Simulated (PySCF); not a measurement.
## Dipole response of Eu (europium, neutral)

[Xe] 4f7 6s2, high-spin 8S determinant. All numbers are calculated (PySCF 2.14, the spin-free X2C one-electron Hamiltonian (Gaussian nucleus), in cc-pwCVTZ-X2C with one added diffuse shell of g type (12s11p9d7f5g1h, 195 functions)). Coupled (time-dependent) response in atomic units; α is the mean over directions. The basis has no added diffuse functions, which lowers α and C₆.

| method | mean α (bohr³) | C₆ (like pair) | S(−4) |
| --- | --- | --- | --- |
| UHF | 241.3 | 4288 | 44680 |

S(−4) is the Cauchy moment in α(ω) = α(0) + S(−4) ω² + …

Reference α: 184 ± 20 bohr³ (recommended; Schwerdtfeger and Nagle, table of static dipole polarizabilities (2023 update)). Published C₆: 2940 (Gould and Bucko (2016)).

Hartree-Fock lies above the reference because it lacks correlation, which contracts the outer shell.

α(iu) at UHF:

```csv
u (hartree),α(iu) (bohr³)
0,241.3
0.0500,186.9
0.100,116.4
0.200,50.11
0.300,28.26
0.500,14.18
0.750,8.619
1.00,6.102
1.50,3.672
2.00,2.506
3.00,1.430
5.00,0.6873
```

A single London oscillator, α(iu) = α/(1 + u²/ω²), gives C₆ = (3/4) ω α². Matching the computed C₆ needs ω = 4 × 4288 / (3 × 241.3²) = 0.0982 hartree.

Spin-orbit coupling, which splits the p, d and f shells strongly at this Z, is absent.
